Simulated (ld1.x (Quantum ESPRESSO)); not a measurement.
**Reading a pseudo-wave (tungsten (W))**

Columns: radius, all-electron u(r) and pseudo u(r) of the 5d shell (level -4.68 eV) of tungsten in the configuration [Xe] 4f14 5d4 6s2 6p0; LDA (PZ), scalar-relativistic, TM semilocal scheme, ld1.x (Quantum ESPRESSO) 7.5.

| r (bohr) | all-electron | pseudo |
| --- | --- | --- |
| 0.152 | 0.1722 | 0.0046 |
| 0.305 | -0.2544 | 0.0349 |
| 0.458 | -0.2863 | 0.1070 |
| 0.610 | -0.0425 | 0.2197 |
| 0.762 | 0.2349 | 0.3574 |
| 0.915 | 0.4568 | 0.4962 |
| 1.068 | 0.6059 | 0.6119 |
| 1.220 | 0.6924 | 0.6906 |
| 1.372 | 0.7329 | 0.7315 |
| 1.525 | 0.7414 | 0.7410 |
| 1.678 | 0.7284 | 0.7284 |
| 1.830 | 0.7021 | 0.7021 |
| 1.982 | 0.6678 | 0.6678 |
| 2.135 | 0.6291 | 0.6291 |
| 2.288 | 0.5886 | 0.5886 |
| 2.440 | 0.5483 | 0.5483 |
| 2.592 | 0.5088 | 0.5088 |
| 2.745 | 0.4706 | 0.4706 |
| 2.898 | 0.4344 | 0.4344 |
| 3.050 | 0.4004 | 0.4004 |
| 3.202 | 0.3685 | 0.3685 |
| 3.355 | 0.3386 | 0.3386 |
| 3.508 | 0.3108 | 0.3108 |
| 3.660 | 0.2852 | 0.2852 |
| 3.812 | 0.2616 | 0.2616 |
| 3.965 | 0.2396 | 0.2396 |

Q: How many radial nodes do the two functions have?

A: The all-electron 5d function has n − l − 1 = 2; the pseudo-wave has 0, since the states of the same l below it are removed with the core.

Q: At about which radius was the pseudo-wave matched?

A: 2.00 bohr. The columns agree to 0.0005 from 1.52 bohr on; several derivatives are matched, so the curves merge somewhat inside the radius.

Q: Is the pseudo-wave norm-conserving?

A: Yes: the TM semilocal scheme keeps the norm inside the radius equal to the all-electron one, which fixes the energy derivative of the logarithmic derivative at the level.
